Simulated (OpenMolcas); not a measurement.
An atom or ion with 80 electrons was computed by SS-RASPT2, IPEA 0.25 Eh, imaginary shift 0.1 Eh with spin-orbit coupling (OpenMolcas, ANO-RCC-VQZP, DKH2). The lowest levels that the run gave, each within 12 % of the measured value where one is at hand:

```tsv
J	Parity	E (cm⁻¹)	g
0	even	0.0	
0	odd	74600	
1	odd	78890	1.464
2	odd	94870	1.501
1	odd	112130	1.037
0	even	173500
```

Task: Which ion is it, and what are the configurations and terms?

Result: Bi³⁺ (Z = 83, charge +3; active space 2 electrons in 9 orbitals (RAS2 6s 6p; RAS3 6d, at most 2 electrons)). J, parity and g give the terms where levels are pure, and mixed ones are named by the computed weights; the size of the splittings, set against known spectra of the 80-electron sequence, gives the charge. In order, with the measured energies in cm⁻¹ (Moore, Atomic Energy Levels, vol. III, NSRDS-NBS 35 (1971 reprint of NBS Circular 467, 1958)): 6s² ¹S₀, 6s 6p ³P°₀ (70968), 6s 6p ³P°₁ (75926), 6s 6p ³P°₂, 6s 6p ¹P°₁ (114602), 6p² ³P₀ (166552).

Active for correlation alone: 6d; no level in the range computed is led by a configuration that fills it, so any true level of that kind is missing. Spin-orbit splittings of 6p shells tend to come out small when the coupling is added on scalar orbitals. Measured partners are found by configuration, term and J. A level has none where our copy of the source lacks it or the pairing is in doubt (some pairs that miss far off the trend of their configuration count as doubtful), and it then counts in no deviation. Levels of configurations outside the active space are missing.

° marks odd parity.
